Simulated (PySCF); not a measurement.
# What a mistake does to a calculation on Al2CH6N

These are calculations, not measurements. The program is PySCF 2.14.0, an open-source quantum chemistry code, run on an isolated molecule that a program drew, which may never have been made. The molecule is Al2CH6N (charge 0, doublet), drawn as the SMILES string `[AlH2][CH][NH][AlH2]`.

Each row is a Hartree-Fock (HF) and frozen-core CCSD(T) single point in the cc-pV(D+d)Z basis, meant for a local HF minimum. Run 1 is clean. Each other run has one planted mistake out of seven kinds, and not every kind appears here: one electron removed, one electron added, multiplicity raised by two, geometry at a saddle point, minimal basis STO-3G, one bond length entered in bohr, all coordinates scaled. The reference is restricted for singlets and unrestricted otherwise, and also for a bond in bohr. Adding or removing an electron swaps singlet and doublet. Electrons count all cores. HOMO and LUMO are orbital energies over both spins, the gradient is its largest component, and the lowest frequency (negative if imaginary) is given only where the gradient is small. Bond lengths are over the 9 bonds as drawn. T1 is the CCSD diagnostic: over 0.02 (restricted) or 0.045 (unrestricted) a single reference is doubtful.

Geometry of the clean run:
```xyz
10
Al2CH6N, angstrom
Al    0.2883   -1.8306    1.5464
C     0.1627   -0.2166    0.5182
N     1.0430    0.2288   -0.4639
Al    0.9603    1.7265   -1.4447
H     1.5137   -2.8042    1.2889
H    -0.8235   -2.1565    2.6222
H    -0.6663    0.4773    0.6676
H     1.8114   -0.4019   -0.6111
H     2.1159    1.9608   -2.4897
H    -0.2488    2.7048   -1.2040
```

```
run,electrons,basis functions,<S^2>,HOMO (eV),LUMO (eV),gradient (hartree/bohr),lowest frequency (cm^-1),mean bond (Å),longest bond (Å),T1,HF (hartree),CCSD(T) (hartree),mistake
1,45,104,0.758,-7.49,1.08,1.4e-05,97,1.5017,1.918,0.0214,-579.63245,-580.12262,no fault
2,45,34,0.761,-4.31,7.76,4.9e-02,-,1.5017,1.918,0.0241,-572.63590,-572.84119,minimal basis STO-3G
3,45,104,1.157,-8.73,0.39,6.7e-02,-,1.6010,1.918,0.0535,-579.50657,-579.99645,one bond length entered in bohr
4,45,104,3.770,-4.34,-2.41,1.2e-01,-,1.5017,1.918,0.0417,-579.42307,-579.90601,?
```

**Which mistake was planted in run 4, and what did it cost?**

Electrons, basis and geometry are unchanged, and <S^2> is 3.770, beside S(S+1) = 3.75 for a multiplicity of 4. So the mistake is: multiplicity raised by two. Subtracting run 1 and multiplying by 627.51 kcal/mol a hartree, the energy moved by 131.4 kcal/mol in HF and 135.9 kcal/mol in CCSD(T).

Cautions from the logs. Run 3: T1 is over the limit, so its CCSD(T) energy is less reliable.
